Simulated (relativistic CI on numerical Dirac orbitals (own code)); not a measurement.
Results of a calculation; reference values are marked as such.
Quantum defects of the ns series of Sb III

Problem. The ns 2S levels with J = 1/2 of Sb III lie at 6s: 93417.8, 7s: 143126.8 cm⁻¹ (Moore, Atomic Energy Levels, vol. III, NSRDS-NBS 35 (1971 reprint of NBS Circular 467, 1958)), and the ionisation limit at 204247.8 cm⁻¹ (NIST ASD). Find the quantum defects and predict 8s.

Working.
1. The outer electron sees the charge z = 3; R = 109736.82 cm⁻¹ for this mass. The binding energy T = limit − E defines n* = z√(R/T).
2. Values: 6s: T = 110830.0, n* = 2.9852, δ = n − n* = 3.0148; 7s: T = 61121.0, n* = 4.0198, δ = n − n* = 2.9802.
3. With δ held at 2.9802: E(8s) = limit − Rz²/(8 − δ)² = 165053.3 cm⁻¹.
4. The Ritz form δ = δ₀ + a/n*² through the last two members has a = 0.6877 and δ₀ = 2.9377, so with n* ≈ 8 − 2.9802, δ(8) = 2.9650 and E = 165290.6 cm⁻¹.

Check. The measured level is 163388.2 cm⁻¹ (δ = 3.0836), so the two predictions miss by 1665.1 and 1902.4 cm⁻¹. The defect is large because this electron penetrates the core. A miss of this size points to a perturbing level of another configuration.
